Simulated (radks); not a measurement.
Species: Pd. Configuration: [Kr] 4d10 (the NIST ground configuration). All-electron calculation, scalar-relativistic Kohn-Sham, LDA (Slater exchange, Perdew-Wang correlation), spin-polarised, spherical densities, finite nucleus; Fermi nuclear charge, rms radius 4.5318 fm. Program: a radial shooting solver on a logarithmic mesh with Libxc functionals. Some entries of the table are withheld. Estimate them.

| orbital | occ. | eigenvalue (eV) | <r^2> (bohr^2) |
|---|---|---|---|
| 1s | 2 | -24134.65 | (1) |
| 2s | 2 | -3524.599 | (2) |
| 2p | 6 | -3162.249 | 0.01779 |
| 3s | 2 | -634.9370 | (3) |
| 3p | 6 | -515.8123 | 0.1671 |
| 3d | 10 | -325.9468 | (4) |
| 4s | 2 | -85.4307 | 1.016 |
| 4p | 6 | -51.3611 | 1.252 |
| 4d | 10 | (5) | 3.250 |

Answer. 
(1) 1s <r^2> (bohr^2): 0.001374
(2) 2s <r^2> (bohr^2): 0.02261
(3) 3s <r^2> (bohr^2): 0.1652
(4) 3d <r^2> (bohr^2): 0.1529
(5) 4d eigenvalue (eV): -4.3088
